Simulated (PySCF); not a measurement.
Compound: C3H11OPSi2.
SMILES with atom numbers: `[CH2:1]=[CH:2][CH2:3][SiH2:4][PH:5][SiH2:6][OH:7]` (hydrogens: H8, H9 on C1; H10 on C2; H11, H12 on C3; H13, H14 on Si4; H15 on P5; H16, H17 on Si6; H18 on O7)

Computed geometry: GFN2-xTB, gas phase.

(1) Give the optimised bond lengths and angles.

Results:

(1) 
| bond | length (pm) |
| --- | --- |
| C1=C2 | 132.2 |
| C2–C3 | 148.6 |
| C3–Si4 | 191.6 |
| Si4–P5 | 222.4 |
| P5–Si6 | 223.8 |
| Si6–O7 | 162.2 |
| C1–H8 | 107.7 |
| C1–H9 | 107.8 |
| C2–H10 | 108.3 |
| C3–H11, C3–H12 | 109.0 |
| Si4–H13, Si4–H14 | 146.8 |
| P5–H15 | 137.8 |
| Si6–H16, Si6–H17 | 146.0 |
| O7–H18 | 95.5 |

Bonds in one row agree within 1 pm and their mean is given. A selection of angles:
| angle | degrees |
| --- | --- |
| C2–C1–H8 | 122.2 |
| C2–C1–H9 | 121.5 |
| H8–C1–H9 | 116.3 |
| C1–C2–C3 | 124.6 |
| C1–C2–H10 | 120.0 |
| C3–C2–H10 | 115.4 |
| C2–C3–Si4 | 110.8 |
| C2–C3–H11 | 110.1 |
| Si4–C3–H11 | 108.7 |
| H11–C3–H12 | 108.1 |
| C3–Si4–P5 | 107.4 |
| C3–Si4–H13 | 109.8 |
| P5–Si4–H13 | 107.0 |
| P5–Si4–H14 | 114.9 |
| H13–Si4–H14 | 108.7 |
| Si4–P5–Si6 | 101.4 |
| Si4–P5–H15 | 95.9 |
| Si6–P5–H15 | 95.9 |
| P5–Si6–O7 | 108.8 |
| P5–Si6–H16 | 106.8 |
| P5–Si6–H17 | 115.7 |
| O7–Si6–H16 | 111.2 |
| O7–Si6–H17 | 102.2 |
| H16–Si6–H17 | 112.2 |
| Si6–O7–H18 | 121.9 |

Dihedral angles: C1–C2–C3–Si4 -103° (anticlinal); C2–C3–Si4–P5 67° (synclinal); C3–Si4–P5–Si6 -147° (anticlinal); Si4–P5–Si6–O7 175° (antiperiplanar); H18–O7–Si6–P5 35° (synclinal). The mirror-image conformer, all signs reversed, is as good.

The C–C distances run from 1.322 Å (C1=C2, drawn double) to 1.486 Å (C2–C3, drawn single), a spread of 0.164 Å. Si6 (oxygen-bound silicon) is distorted tetrahedral (angles from 102.2° to 115.7°). Si4 (SiH2 silicon) is distorted tetrahedral (angles from 107.0° to 114.9°). Of the pairs four or more bonds apart, C1···H15 is among the closest relative to their van der Waals radii: 2.93 Å, 101 % of the sum of Bondi's values. P5 (three-coordinate phosphorus) is pyramidal (angles 101.4°, 95.9° and 95.9°, sum 293.3°, 0.90 Å off the plane of its three neighbours).

Point group: C1 (no symmetry element, even within 0.4 Å). No frequency check. One conformer, not necessarily the lowest (C1–C2–C3–Si4 -103°, C2–C3–Si4–P5 67°, C3–Si4–P5–Si6 -147°, Si4–P5–Si6–O7 175°, P5–Si6–O7–H 35°).
